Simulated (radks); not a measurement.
Spherical quantum dot in the effective-mass picture: electrons in a hard-walled sphere of radius 2.37, with a point charge +1 (a donor) at the centre, all in effective atomic units (hartree* = m*/eps^2 hartree, bohr* = eps/m* bohr), one dielectric constant everywhere. Calculated with a radial shooting solver with Libxc functionals: non-relativistic Kohn-Sham, PBE, spin-polarised, spherical densities. Levels are named by radial order and angular momentum (1s, 1p, 1d, 2s, ...), and open shells are averaged over m. Each electron was tried in the lowest free levels, single moves between levels near the top were tried too, and the lowest total energy was kept; such a search can miss a lower state. At N = 1 the Hartree and exchange-correlation terms need not cancel, so that row can carry a self-interaction error.

N                         open shells  2S  mu = E(N) - E(N-1) (hartree*)  addition energy mu(N+1) - mu(N) (hartree*)  e(HOMO) (hartree*)  rms radius (bohr*)
1                    1s(up 1, down 0)   1                       -0.28645                                      0.8461            0.043870               1.075
2                                none   0                        0.55966                                       1.688             0.86284               1.143
3                    1p(up 1, down 0)   1                         2.2476                                      0.5359              2.5091               1.273
4                    1p(up 2, down 0)   2                         2.7835                                      0.5582              3.0610               1.340
5                    1p(up 3, down 0)   3                         3.3418                                      0.7385              3.6234               1.383
6                    1p(up 3, down 1)   2                         4.0803                                      0.5219              4.3361               1.416
7                    1p(up 3, down 2)   1                         4.6022                                      0.5410              4.8711               1.442
8                                none   0                         5.1432                                       1.584              5.4164               1.463
9                    1d(up 1, down 0)   1                         6.7274                                      0.5186              6.9857               1.490
10                   1d(up 2, down 0)   2                         7.2460                                      0.5229              7.5070               1.513
11                   1d(up 3, down 0)   3                         7.7689                                      0.5251              8.0312               1.532
12                   1d(up 4, down 0)   4                         8.2941                                      0.5263              8.5571               1.548
13                   1d(up 5, down 0)   5                         8.8204                                      0.6832              9.0838               1.563
14                   1d(up 5, down 1)   4                         9.5036                                      0.5095              9.7574               1.576
15                   1d(up 5, down 2)   3                         10.013                                      0.5139              10.269               1.587
16                   1d(up 5, down 3)   2                         10.527                                      0.5164              10.785               1.598
17                   1d(up 5, down 4)   1                         11.043                                      0.5179              11.302               1.607
18                               none   0                         11.561                                       1.172              11.821               1.616
19                   2s(up 1, down 0)   1                         12.733                                      0.8575              13.073               1.611
20                               none   0                         13.591                                      0.7764              13.924               1.604
21                   1f(up 1, down 0)   1                         14.367                                      0.5046              14.619               1.614
22                   1f(up 2, down 0)   2                         14.872                                      0.5055              15.125               1.624
23                   1f(up 3, down 0)   3                         15.377                                      0.5061              15.630               1.633
24                   1f(up 4, down 0)   4                         15.883                                      0.5065              16.137               1.641
25                   1f(up 5, down 0)   5                         16.390                                      0.5058              16.652               1.649
26  2s(up 1, down 0) 1f(up 7, down 0)   8                         16.896                                      0.5087              17.115               1.669
27                   1f(up 7, down 0)   7                         17.404                                      0.6455              17.737               1.663
28                   1f(up 7, down 1)   6                         18.050                                      0.4993              18.299               1.669
29                   1f(up 7, down 2)   5                         18.549                                           -              18.806               1.675

All shells are closed at N = 2, 8, 18, 20 (there: 1s2 1p6 1d10 2s2); the second difference of the energy has clear peaks (12 % above both neighbours; the first and last values, which can be the largest, are not judged, and half-filled shells can peak too) at N = 2, 5, 8, 13, 18, 27.
